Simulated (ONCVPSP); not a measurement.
V (Z = 23): ONCV pseudisation with PBEsol, fully relativistic reference atom.

ONCVPSP 4.0.1 was run on this input:

```
# ATOM AND REFERENCE CONFIGURATION
# atsym  z   nc   nv     iexc    psfile
  V 23.00    3    4  -116133      upf
#
#   n    l    f
    1    0    2.00
    2    0    2.00
    2    1    6.00
    3    0    2.00
    3    1    6.00
    3    2    3.00
    4    0    2.00
#
# PSEUDOPOTENTIAL AND OPTIMIZATION
# lmax
    2
#
#   l,   rc,      ep,       ncon, nbas, qcut
    0    1.35    0.00    4    7   11.60
    1    1.45    0.00    5    8    7.80
    2    1.20    0.00    4    9   12.30
#
# LOCAL POTENTIAL
# lloc, lpopt,  rc(5),   dvloc0
    4    5    1.05    1.00
#
# VANDERBILT-KLEINMAN-BYLANDER PROJECTORs
# l, nproj, debl
    0    2    1.10
    1    3    2.80
    2    3    0.80
#
# MODEL CORE CHARGE
# icmod, fcfact, rcfact
    3    2.25    1.55
#
# LOG DERIVATIVE ANALYSIS
# epsh1, epsh2, depsh
   -4.00    5.00    0.02
#
# OUTPUT GRID
# rlmax, drl
    6.00    0.01
#
# TEST CONFIGURATIONS
# ncnf
    4
# nvcnf
#   n    l    f
    4
    3    0    2.00
    3    1    6.00
    3    2    3.00
    4    0    1.00
#
    4
    3    0    2.00
    3    1    6.00
    3    2    3.00
    4    0    0.00
#
    4
    3    0    2.00
    3    1    6.00
    3    2    2.00
    4    0    0.00
#
    4
    3    0    2.00
    3    1    6.00
    3    2    4.00
    4    0    0.00
#
```

Command:

```bash
oncvpspr.x < V.dat > V.out
```

Output (shortened: citation, most of the input echo, consistency checks and plot data are left out):

```
ONCVPSP  (Optimized Norm-Conservinng Vanderbilt PSeudopotential)
relativistic version 4.0.1

#   n    l    f        energy (Ha)
    1    0    2.00    -1.9688159D+02
    2    0    2.00    -2.2113807D+01
    2    1    6.00    -1.8385598D+01    -1.8646040D+01
    3    0    2.00    -2.5732614D+00
    3    1    6.00    -1.6045535D+00    -1.6351845D+00
    3    2    3.00    -1.8956915D-01    -1.9198507D-01
    4    0    2.00    -1.7329524D-01

Reference configufation results
  iterations    25
  all-electron total energy (Ha)   -9.47996660D+02

Begin loop to  construct optimized pseudo wave functions
and semi-local pseudopoentials for all angular momenta

Calculating optimized projector #   1

 for l=   0

    Fraction of norm inside rc  0.870790
    Optimizing pswf for qcut=  11.60 a_B^-1,  ecut=  67.28 Ha
    Residual kinetic energy error=  5.30D-08 Ha

    Energy error per electron        Cutoff
         Ha          eV             Ha
         0.01000     0.27211       29.39
         0.00100     0.02721       38.86
         0.00010     0.00272       46.91
         0.00001     0.00027       53.86

Calculating optimized projector #   2

 for l=   0

    Fraction of norm inside rc  0.033318
    Optimizing pswf for qcut=  11.60 a_B^-1,  ecut=  67.28 Ha
    Residual kinetic energy error=  5.39D-09 Ha

    Energy error per electron        Cutoff
         Ha          eV             Ha
         0.01000     0.27211       19.15
         0.00100     0.02721       31.03
         0.00010     0.00272       40.64
         0.00001     0.00027       48.68

   Wellstate for l =  1  n =  5 kap= -2
     eigenvalue =   1.1954
     asymptotic potential =   1.6954
     half-point radius =  4.0376

   Wellstate for l =  1  n =  6 kap= -2
     eigenvalue =   3.9954
     asymptotic potential =   4.4954
     half-point radius =  3.2172

Calculating optimized projector #   1

 for l=   1

    Fraction of norm inside rc  0.856450
    Optimizing pswf for qcut=   7.79 a_B^-1,  ecut=  30.37 Ha
    Residual kinetic energy error=  9.54D-06 Ha

    Energy error per electron        Cutoff
         Ha          eV             Ha
         0.01000     0.27211       17.39
         0.00100     0.02721       22.30
         0.00010     0.00272       26.42
         0.00001     0.00027       31.00

Calculating optimized projector #   2

 for l=   1

    Fraction of norm inside rc  0.058866
    Optimizing pswf for qcut=   7.79 a_B^-1,  ecut=  30.37 Ha
    Residual kinetic energy error=  5.00D-06 Ha

    Energy error per electron        Cutoff
         Ha          eV             Ha
         0.01000     0.27211       14.64
         0.00100     0.02721       20.06
         0.00010     0.00272       24.79
         0.00001     0.00027       28.91

Calculating optimized projector #   3

 for l=   1

    Fraction of norm inside rc  0.083932
    Optimizing pswf for qcut=   7.79 a_B^-1,  ecut=  30.37 Ha
    Residual kinetic energy error=  1.92D-05 Ha

    Energy error per electron        Cutoff
         Ha          eV             Ha
         0.01000     0.27211       17.35
         0.00100     0.02721       22.54
         0.00010     0.00272       26.77
         0.00001     0.00027       39.67

   Wellstate for l =  1  n =  5 kap=  1
     eigenvalue =   1.1648

   Wellstate for l =  1  n =  6 kap=  1
     eigenvalue =   3.9912

Calculating optimized projector #   1

 for l=   1

    Fraction of norm inside rc  0.861429
    Optimizing pswf for qcut=   7.79 a_B^-1,  ecut=  30.37 Ha
    Residual kinetic energy error=  1.13D-05 Ha

    Energy error per electron        Cutoff
         Ha          eV             Ha
         0.01000     0.27211       17.73
         0.00100     0.02721       22.69
         0.00010     0.00272       26.83
         0.00001     0.00027       31.18

Calculating optimized projector #   2

 for l=   1

    Fraction of norm inside rc  0.059217
    Optimizing pswf for qcut=   7.79 a_B^-1,  ecut=  30.37 Ha
    Residual kinetic energy error=  5.35D-06 Ha

    Energy error per electron        Cutoff
         Ha          eV             Ha
         0.01000     0.27211       14.88
         0.00100     0.02721       20.43
         0.00010     0.00272       25.17
         0.00001     0.00027       29.40

Calculating optimized projector #   3

 for l=   1

    Fraction of norm inside rc  0.085002
    Optimizing pswf for qcut=   7.79 a_B^-1,  ecut=  30.37 Ha
    Residual kinetic energy error=  1.94D-05 Ha

    Energy error per electron        Cutoff
         Ha          eV             Ha
         0.01000     0.27211       17.66
         0.00100     0.02721       22.91
         0.00010     0.00272       27.15
         0.00001     0.00027       39.12

   Wellstate for l =  2  n =  4 kap= -3
     eigenvalue =   0.6104
     asymptotic potential =   1.1104
     half-point radius =  4.0748

   Wellstate for l =  2  n =  5 kap= -3
     eigenvalue =   1.4104
     asymptotic potential =   1.9104
     half-point radius =  4.4436

Calculating optimized projector #   1

 for l=   2

    Fraction of norm inside rc  0.480257
    Optimizing pswf for qcut=  12.30 a_B^-1,  ecut=  75.66 Ha
    Residual kinetic energy error=  3.90D-06 Ha

    Energy error per electron        Cutoff
         Ha          eV             Ha
         0.01000     0.27211       46.29
         0.00100     0.02721       57.19
         0.00010     0.00272       65.48
         0.00001     0.00027       72.70

Calculating optimized projector #   2

 for l=   2

    Fraction of norm inside rc  0.119840
    Optimizing pswf for qcut=  12.30 a_B^-1,  ecut=  75.66 Ha
    Residual kinetic energy error=  2.27D-06 Ha

    Energy error per electron        Cutoff
         Ha          eV             Ha
         0.01000     0.27211       41.72
         0.00100     0.02721       54.40
         0.00010     0.00272       63.86
         0.00001     0.00027       71.27

Calculating optimized projector #   3

 for l=   2

    Fraction of norm inside rc  0.075237
    Optimizing pswf for qcut=  12.30 a_B^-1,  ecut=  75.66 Ha
    Residual kinetic energy error=  4.07D-06 Ha

    Energy error per electron        Cutoff
         Ha          eV             Ha
         0.01000     0.27211       42.37
         0.00100     0.02721       55.71
         0.00010     0.00272       65.37
         0.00001     0.00027       73.28

   Wellstate for l =  2  n =  4 kap=  2
     eigenvalue =   0.6080

   Wellstate for l =  2  n =  5 kap=  2
     eigenvalue =   1.4096

Calculating optimized projector #   1

 for l=   2

    Fraction of norm inside rc  0.482927
    Optimizing pswf for qcut=  12.30 a_B^-1,  ecut=  75.66 Ha
    Residual kinetic energy error=  3.94D-06 Ha

    Energy error per electron        Cutoff
         Ha          eV             Ha
         0.01000     0.27211       46.38
         0.00100     0.02721       57.25
         0.00010     0.00272       65.55
         0.00001     0.00027       72.80

Calculating optimized projector #   2

 for l=   2

    Fraction of norm inside rc  0.119472
    Optimizing pswf for qcut=  12.30 a_B^-1,  ecut=  75.66 Ha
    Residual kinetic energy error=  2.31D-06 Ha

    Energy error per electron        Cutoff
         Ha          eV             Ha
         0.01000     0.27211       41.78
         0.00100     0.02721       54.45
         0.00010     0.00272       63.90
         0.00001     0.00027       71.32

Calculating optimized projector #   3

 for l=   2

    Fraction of norm inside rc  0.075084
    Optimizing pswf for qcut=  12.30 a_B^-1,  ecut=  75.66 Ha
    Residual kinetic energy error=  4.13D-06 Ha

    Energy error per electron        Cutoff
         Ha          eV             Ha
         0.01000     0.27211       42.43
         0.00100     0.02721       55.76
         0.00010     0.00272       65.42
         0.00001     0.00027       73.32

Construct Vanderbilt / Kleinmman-Bylander projectors

B matrix Hermiticity error, ll=  0  kap= -1
   1   2    1.7587D-04

  Orthonormal projector coefficients  1.4722E+01  1.0612E+00

B matrix Hermiticity error, ll=  1  kap= -2
   1   2   -2.3499D-04
   1   3    4.4422D-04
   2   3    1.1273D-04

  Orthonormal projector coefficients  5.3330E+00  1.2652E+00  2.3836E-01

B matrix Hermiticity error, ll=  1  kap=  1
   1   2   -2.3846D-04
   1   3    4.4945D-04
   2   3    1.1361D-04

  Orthonormal projector coefficients  5.1966E+00  1.1859E+00  2.1344E-01

B matrix Hermiticity error, ll=  2  kap= -3
   1   2    6.2226D-05
   1   3   -1.0924D-04
   2   3    3.1602D-05

  Orthonormal projector coefficients -1.7414E+01 -7.6691E+00 -1.8151E+00

B matrix Hermiticity error, ll=  2  kap=  2
   1   2    6.2528D-05
   1   3   -1.0971D-04
   2   3    3.1590D-05

  Orthonormal projector coefficients -1.7391E+01 -7.6771E+00 -1.8169E+00

 Orthonormal scalar projector coefficients, l =  1
  5.2873E+00  1.2386E+00  2.3000E-01  3.5549E-04  5.2722E-05  7.7912E-06

 Orthonormal spin-orbit projector coefficients, l =  1
  1.1346E-01  5.8640E-02 -2.6328E-02  1.7097E-02 -2.1935E-03 -2.6785E-04

 Orthonormal scalar projector coefficients, l =  2
 -1.7405E+01 -7.6722E+00 -1.8158E+00 -3.6155E-04 -6.3026E-07 -2.9980E-09

 Orthonormal spin-orbit projector coefficients, l =  2
 -6.9239E-02  5.3291E-02  9.0402E-03  1.9988E-03 -4.0533E-04 -1.8162E-06

Model core correction analysis
  based on d2Exc/dn_idn_j

d2excae - all-electron derivatives

   -3.148623D-02   -2.901365D-02   -1.971928D-02   -1.716047D-03
   -2.901378D-02   -2.768307D-02   -1.965850D-02   -2.171310D-03
   -1.971948D-02   -1.965860D-02   -1.837148D-02   -7.779401D-03
   -1.716006D-03   -2.171187D-03   -7.777279D-03   -2.745904D-02

d2excps - pseudofunction derivatives with no core correction

   -4.360775D-02   -4.065749D-02   -2.890372D-02   -2.342066D-03
   -4.065775D-02   -3.847939D-02   -2.847093D-02   -2.902710D-03
   -2.890430D-02   -2.847125D-02   -2.532582D-02   -9.373926D-03
   -2.342004D-03   -2.902527D-03   -9.371053D-03   -3.025168D-02

rms 2nd derivative error    7.590235E-03

rmatch, rhocmatch    0.4973   21.9249

Teter function model core charge with specified parameters

d2excps - pseudofunction derivatives with core correction

   -4.031273D-02   -3.764714D-02   -2.695609D-02   -2.094461D-03
   -3.764738D-02   -3.574831D-02   -2.670901D-02   -2.675515D-03
   -2.695656D-02   -2.670926D-02   -2.411191D-02   -9.230670D-03
   -2.094373D-03   -2.675311D-03   -9.227792D-03   -3.023396D-02

rms 2nd derivative error    5.819456E-03

Pseudoatom total energy  -71.472079

Diagnostic tests using Vanderbilt-Kleinman-Bylander pseudopotentials
  relativistic with J = L +/- 1/2 projectors

   l  kap   rcore       rmatch      e in        delta e    norm test   slope test

   0  -1   1.3505684   1.3915746  -2.5732614  -0.0000011   1.0001272   1.0001323
   0  -1   1.3505684   1.3915746  -0.1732952   0.0000045   1.0000557   1.0000458

   1  -2   1.4510834   1.4951414  -1.6045535   0.0000016   1.0001184   1.0001400
   1   1   1.4510834   1.4951414  -1.6351845   0.0000079   1.0001242   1.0001309
   1  -2   1.4510834   1.4951414   1.1954465   0.0000453   1.0002611   1.0002611
   1   1   1.4510834   1.4951414   1.1912473   0.0000512   1.0002595   1.0002595
   1  -2   1.4510834   1.4951414   3.9954465   0.0001614   1.0003024   1.0003024
   1   1   1.4510834   1.4951414   3.9902182   0.0001666   1.0003025   1.0003025

   2  -3   1.2054660   1.2420666  -0.1895691  -0.0000119   1.0000657   1.0001023
   2   2   1.2054660   1.2420666  -0.1919851   0.0000257   1.0000848   0.9999935
   2  -3   1.2054660   1.2420666   0.6104309  -0.0000043   1.0001822   1.0001822
   2   2   1.2054660   1.2420666   0.6096129  -0.0000010   1.0001852   1.0001852
   2  -3   1.2054660   1.2420666   1.4104309  -0.0000057   1.0002316   1.0002316
   2   2   1.2054660   1.2420666   1.4097445  -0.0000054   1.0002329   1.0002329

Diagnostic tests using Vanderbilt-Kleinman-Bylander pseudopotentials
  relativistic with scalar and spin-orbit non-local projectors

   l  kap   rcore       rmatch      e in        delta e    norm test   slope test

   0  -1   1.3505684   1.3915746  -2.5732614  -0.0000011   1.0001272   1.0001323
   0  -1   1.3505684   1.3915746  -0.1732952   0.0000045   1.0000557   1.0000458

   1  -2   1.4510834   1.4951414  -1.6045535  -0.0000090   1.0001211   1.0001373
   1   1   1.4510834   1.4951414  -1.6351845  -0.0000028   1.0001270   1.0001283
   1  -2   1.4510834   1.4951414   1.1954465   0.0000363   1.0002590   1.0002590
   1   1   1.4510834   1.4951414   1.1912473   0.0000426   1.0002575   1.0002575
   1  -2   1.4510834   1.4951414   3.9954465   0.0001594   1.0003020   1.0003020
   1   1   1.4510834   1.4951414   3.9902182   0.0001647   1.0003021   1.0003021

   2  -3   1.2054660   1.2420666  -0.1895691  -0.0000117   1.0000658   1.0001035
   2   2   1.2054660   1.2420666  -0.1919851   0.0000258   1.0000849   0.9999944
   2  -3   1.2054660   1.2420666   0.6104309  -0.0000039   1.0001822   1.0001822
   2   2   1.2054660   1.2420666   0.6096129  -0.0000008   1.0001852   1.0001852
   2  -3   1.2054660   1.2420666   1.4104309  -0.0000055   1.0002317   1.0002317
   2   2   1.2054660   1.2420666   1.4097445  -0.0000053   1.0002330   1.0002330

Ghost test for J = L + 1/2

 Testing for bound ghosts
   n   l    E NL Schr. Eq   E Basis Diag.   E Cutoff

   1   0       -2.573262       -2.573245    103.73
   2   0       -0.173291        0.020519    103.73

   2   1       -1.604552       -1.604493    188.02

   3   2       -0.189581       -0.163708    380.92

 Testing for highly-localized positive-energy ghosts
       l    <radius>/rc     E Basis Diag.   E Cutoff

Ghost test for J = L - 1/2

 Testing for bound ghosts
   n   l    E NL Schr. Eq   E Basis Diag.   E Cutoff

   1   0       -2.573262       -2.573245    103.73
   2   0       -0.173291        0.020519    103.73

   2   1       -1.635177       -1.635124    188.02

   3   2       -0.191959       -0.166451    380.92

 Testing for highly-localized positive-energy ghosts
       l    <radius>/rc     E Basis Diag.   E Cutoff

Test configuration 0

   n   l kap    f        eae           eps        diff
   1   0  -1  2.0000 -196.88159054
   2   0  -1  2.0000  -22.11380666
   2   1  -2  4.0000  -18.38559780
   2   1   1  2.0000  -18.64604015
   3   0  -1  2.0000   -2.57326136   -2.57326248   -1.12E-06
   3   1  -2  4.0000   -1.60455353   -1.60455194    1.58E-06
   3   1   1  2.0000   -1.63518454   -1.63517668    7.86E-06
   3   2  -3  1.8000   -0.18956915   -0.18958105   -1.19E-05
   3   2   2  1.2000   -0.19198507   -0.19195941    2.57E-05
   4   0  -1  2.0000   -0.17329524   -0.17329075    4.49E-06

    Total energies and differences
      AE_ref= -9.47996660E+02  AE_tst= -9.47996660E+02  dif=  0.00E+00
      PS_ref= -7.14720792E+01  PS_tst= -7.14720792E+01  dif=  0.00E+00
      PSP excitation error=  0.00E+00

Test configuration 1

   n   l kap    f        eae           eps        diff
   1   0  -1  2.0000 -197.16439292
   2   0  -1  2.0000  -22.39041282
   2   1  -2  4.0000  -18.66272121
   2   1   1  2.0000  -18.92320403
   3   0  -1  2.0000   -2.85282633   -2.85280595    2.04E-05
   3   1  -2  4.0000   -1.88447937   -1.88441197    6.74E-05
   3   1   1  2.0000   -1.91506197   -1.91499109    7.09E-05
   3   2  -3  1.8000   -0.46406769   -0.46414767   -8.00E-05
   3   2   2  1.2000   -0.46656991   -0.46661254   -4.26E-05
   4   0  -1  1.0000   -0.40063145   -0.40060798    2.35E-05

    Total energies and differences
      AE_ref= -9.47996660E+02  AE_tst= -9.47711851E+02  dif=  2.85E-01
      PS_ref= -7.14720792E+01  PS_tst= -7.11872824E+01  dif=  2.85E-01
      PSP excitation error=  1.30E-05

Test configuration 2

   n   l kap    f        eae           eps        diff
   1   0  -1  2.0000 -197.49780141
   2   0  -1  2.0000  -22.71480957
   2   1  -2  4.0000  -18.98785818
   2   1   1  2.0000  -19.24840079
   3   0  -1  2.0000   -3.17944282   -3.17942435    1.85E-05
   3   1  -2  4.0000   -2.21085160   -2.21072108    1.31E-04
   3   1   1  2.0000   -2.24143778   -2.24130799    1.30E-04
   3   2  -3  1.8000   -0.78053739   -0.78073327   -1.96E-04
   3   2   2  1.2000   -0.78315907   -0.78331785   -1.59E-04
   4   0  -1  0.0000   -0.64568586   -0.64568586    0.00E+00

    Total energies and differences
      AE_ref= -9.47996660E+02  AE_tst= -9.47189881E+02  dif=  8.07E-01
      PS_ref= -7.14720792E+01  PS_tst= -7.06653518E+01  dif=  8.07E-01
      PSP excitation error=  5.18E-05

Test configuration 3

   n   l kap    f        eae           eps        diff
   1   0  -1  2.0000 -198.15121776
   2   0  -1  2.0000  -23.39655598
   2   1  -2  4.0000  -19.66720270
   2   1   1  2.0000  -19.92758975
   3   0  -1  2.0000   -3.80514161   -3.80513045    1.12E-05
   3   1  -2  4.0000   -2.82476700   -2.82485115   -8.41E-05
   3   1   1  2.0000   -2.85664680   -2.85671315   -6.63E-05
   3   2  -3  1.2000   -1.35516039   -1.35432899    8.31E-04
   3   2   2  0.8000   -1.35827929   -1.35739267    8.87E-04
   4   0  -1  0.0000   -1.00948439   -1.00948439    0.00E+00

    Total energies and differences
      AE_ref= -9.47996660E+02  AE_tst= -9.46129682E+02  dif=  1.87E+00
      PS_ref= -7.14720792E+01  PS_tst= -6.96053480E+01  dif=  1.87E+00
      PSP excitation error=  2.47E-04

Test configuration 4

   n   l kap    f        eae           eps        diff
   1   0  -1  2.0000 -196.99408459
   2   0  -1  2.0000  -22.19455148
   2   1  -2  4.0000  -18.46919778
   2   1   1  2.0000  -18.72985289
   3   0  -1  2.0000   -2.67982748   -2.67936599    4.61E-04
   3   1  -2  4.0000   -1.71850433   -1.71783466    6.70E-04
   3   1   1  2.0000   -1.74836046   -1.74769772    6.63E-04
   3   2  -3  2.4000   -0.32807178   -0.32818739   -1.16E-04
   3   2   2  1.6000   -0.33021986   -0.33030610   -8.62E-05
   4   0  -1  0.0000   -0.34477449   -0.34477449    0.00E+00

    Total energies and differences
      AE_ref= -9.47996660E+02  AE_tst= -9.47733344E+02  dif=  2.63E-01
      PS_ref= -7.14720792E+01  PS_tst= -7.12090028E+01  dif=  2.63E-01
      PSP excitation error=  2.40E-04
```

The run took about 8.7 s on one core of a shared server CPU.
